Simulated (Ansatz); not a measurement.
Born–Oppenheimer molecular dynamics of H₉NO₂Si₃ (15 atoms, charge 0, multiplicity 1). It starts from a relaxed structure.

The calculation used Ansatz, RKS PBE0/6-31G.

| Quantity | Value |
| --- | --- |
| ensemble | NVT, Nosé–Hoover chain |
| time step | 1 fs |
| steps asked | 300 |
| set temperature | 300 K |
| thermostat | time constant 100 fs, chain length 3 (defaults) |
| seed | 994764 |

First frame:

```xyz
15
Properties=species:S:1:pos:R:3
Si -0.251 -0.429 0.096
Si -0.053 -0.131 2.411
H -1.365 0.326 2.987
H 0.313 -1.440 3.056
H 1.008 0.880 2.739
O 1.135 -1.082 -0.610
Si 2.754 -1.189 -1.099
H 2.971 -2.533 -1.733
H 3.074 -0.109 -2.098
H 3.671 -1.046 0.088
O -0.522 1.181 -0.455
H -0.774 1.382 -1.370
N -1.500 -1.539 -0.415
H -2.459 -1.491 -0.115
H -1.278 -2.295 -1.043
```

How far do the bonds stretch over the last three quarters of this one trajectory? (Pairs bonded in most of those frames.)


```tsv
bond	mean (Å)	spread (Å)	shortest	longest
Si1–Si2	2.352	0.038	2.28	2.43
Si1–O6	1.693	0.032	1.64	1.76
Si1–O11	1.727	0.024	1.69	1.77
Si1–N13	1.751	0.014	1.73	1.78
Si2–H3	1.506	0.011	1.48	1.53
Si2–H4	1.508	0.029	1.46	1.55
Si2–H5	1.504	0.026	1.46	1.55
O6–Si7	1.701	0.032	1.63	1.76
Si7–H8	1.519	0.073	1.41	1.63
Si7–H9	1.507	0.010	1.49	1.53
Si7–H10	1.506	0.017	1.48	1.55
O11–H12	0.970	0.008	0.95	0.99
N13–H14	1.009	0.020	0.97	1.05
N13–H15	1.011	0.022	0.97	1.05
```

Mean temperature of the second half: 267 K. The conserved energy stayed within 0.89 meV per atom of its start (net change 0.38 meV per atom), so the integration is sound. The mean temperature of the second half is 11 % below the set value. A run of 0.3 ps of so small a system gives no equilibrium averages. Limits of this set-up: no polarisation functions.

Run time: 36 min on 1 thread of Arm Neoverse V1, with other jobs on the host, peak memory 0.21 GiB.
